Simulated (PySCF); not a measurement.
Electron correlation in Ba⁴⁰⁺ (barium, charge +40)

[Ne] 3s2 3p4, high-spin 3P determinant. Calculation: PySCF 2.14, in an even-tempered Gaussian basis (16 s from 6.9 bohr⁻², ratio 2.5; 10 p from 9 bohr⁻², ratio 2.5; 5 d from 40 bohr⁻², ratio 2.7; 4 f from 60 bohr⁻², ratio 2.7); the non-relativistic Hamiltonian (point nucleus). Frozen: 1s2; 14 electrons correlated; the 17 highest virtual orbitals of each spin left out.

MP2 pair energies summed by pair of shells (mhartree):

```tsv
pair	energy	share (%)
2p-2p	-187.71	34.0
2p-3p	-83.33	15.1
3s-3p	-82.19	14.9
3p-3p	-74.09	13.4
2s-2p	-53.58	9.7
2p-3s	-28.81	5.2
2s-3p	-16.20	2.9
2s-2s	-10.30	1.9
3s-3s	-8.63	1.6
2s-3s	-6.72	1.2
```

Total MP2 correlation energy: -551.55 mhartree.

At this charge a non-relativistic calculation is a model, useful for the Z dependence of the correlation energy.

Spin-orbit coupling is strong in this species, so the high-spin LS determinant is a model state.
